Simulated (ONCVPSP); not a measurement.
**Cutoff test, Ta, ONCV**

```json
{
 "Element": "tantalum",
 "Generator": "ONCVPSP 4.0.1",
 "Type": "optimised norm-conserving Vanderbilt (ONCV)",
 "Functional": "LDA (Perdew-Zunger)",
 "Relativity": "scalar-relativistic",
 "Frozen core": "[Xe] 4f14",
 "Valence charge": "5",
 "Reference configuration": "5d3 6s1.5 (charge +0.5)",
 "Partial waves": "6s: rc 2.65 bohr, ncon 4, nbas 8, qcut 2.3 1/bohr, 3 projectors, debl 1.1 Ha; p scattering state at 0.13 Ha: rc 2.70 bohr, ncon 3, nbas 8, qcut 3.2 1/bohr, 2 projectors, debl 0.4 Ha; 5d: rc 2.60 bohr, ncon 4, nbas 9, qcut 6.7 1/bohr, 2 projectors, debl 1 Ha",
 "Local potential": "polynomial inside 1.90 bohr (lpopt 3, dvloc0 4 Ha)",
 "Core correction": "Teter function, fcfact 5, rcfact 1.7"
}
```

In the p channel the program set the typed energies aside and used 0.050, 0.450 Ha.

Task: For each optimised wave give the share of its norm inside rc, the residual kinetic energy above qcut (Ha) and the cutoffs (Ha) for errors of 10, 1, 0.1 and 0.01 mHa per electron.

Result:

```tsv
wave	norm inside rc	residual KE	10 mHa	1 mHa	0.1 mHa	0.01 mHa
6s	0.349	2.3e-03	1.9	4.0	18.8	24.2
s projector 2	0.128	1.3e-02	2.7	6.7	25.5	34.5
s projector 3	0.151	2.2e-01	7.3	32.1	42.0	47.4
p projector 1	0.067	1.6e-05	0.7	2.3	3.5	14.3
p projector 2	0.202	1.6e-03	2.2	6.6	37.4	62.3
5d	0.733	5.5e-09	9.3	12.5	15.2	17.4
d projector 2	0.117	9.2e-09	8.8	12.3	15.2	17.6
```

The occupied waves need 13 Ha and 19 Ha for 1 and 0.1 mHa. The cutoffs count occupied waves only; projector 3 of the s channel, the hardest unoccupied one, needs 32 Ha at the loose tolerance. Note: no bound ghost flagged; GHOST(+) flagged for s at 98.3 eV, s at 275.9 eV, s at 499.0 eV.
